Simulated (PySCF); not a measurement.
## C$_{5}$H$_{3}$NO: calculation and literature

Bonds (- single, = double, # triple, : aromatic): N1#C2 1.147 Å, C2-C3 1.403 Å, C3:C4 1.377 Å, C4:C5 1.409 Å, C5:C6 1.365 Å, C6:O7 1.334 Å, O7:C3 1.352 Å. C4 carries H8; C5 carries H9; C6 carries H10.

Published estimates (parent shift plus substituent increments) and measurements: δ $^{1}$H H10 7.38; H8 6.86; H9 6.36 ppm (estimated from measurements, as parent shift plus tabulated substituent increment; solution, not stated per compound (mostly CDCl3 or CCl4); Pretsch, Buehlmann, Badertscher, Structure Determination of Organic Compounds, 4th ed. (2009)).

- shielding tensors at PBE0/pcSseg-1 (GIAO)
- GFN2-xTB geometry
- program: PySCF
- no solvent, relativity neglected, single conformer

Task: What does the calculation give, and how does it compare?

Result: 
Reference values: estimated from measurements, as parent shift plus tabulated substituent increment (solution, not stated per compound (mostly CDCl3 or CCl4); Pretsch, Buehlmann, Badertscher, Structure Determination of Organic Compounds, 4th ed. (2009)).
```tsv
atoms	quantity	reference	computed	computed, scaled
H10	δ $^{1}$H	7.38	7.65	7.31
H8	δ $^{1}$H	6.86	7.44	7.11
H9	δ $^{1}$H	6.36	6.81	6.51
```

Computed shifts are σ(ref) − σ with the named reference compound (TMS for H and C) calculated as an isolated molecule at the same level. The measured values may be among those fitted. Shieldings were converted by linear fits to measured shifts (mostly CDCl3, TMS scale, for H and C): $^{1}$H: δ = 30.01 − 0.943σ (rms 0.17 ppm, 504 shifts, 0.18 ppm with the 4 outliers that the fit left out). A few per cent of atoms miss by over 2 rms, more outside the fitted compound classes.

Task: How far are the unscaled $^{1}$H shifts from the references?

Result: Mean signed difference +0.43 ppm, mean absolute 0.43 ppm over 3 comparisons; the largest is +0.58 ppm at H8 (hydrogen on an aromatic CH).
